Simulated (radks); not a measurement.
Problem. Coulomb parameter of the 4f shell of the ytterbium ion Yb3+ in the model configuration [Xe] 4f12 6s1, as a second difference U = [E(n + 0.5) + E(n - 0.5) - 2 E(n)] / (0.5)^2 with all orbitals relaxed. "Bare": the charge of the atom changes with n. "Screened": the 6s shell takes up the change at fixed total charge, which measures U(4f,4f) + U(6s,6s) - 2 U(4f,6s). All-electron calculation, scalar-relativistic Kohn-Sham, r2SCAN, spin-unpolarised, spherical densities, finite nucleus; meta-GGA in the generalised Kohn-Sham scheme; Fermi nuclear charge, rms radius 5.3108 fm. Program: a radial shooting solver on a logarithmic mesh with Libxc functionals. Estimate both.

Solution. U(bare) = 21.496 eV, U(screened by 6s) = 8.747 eV, against the Slater integral F0(4f,4f) = 36.187 eV with frozen orbitals.
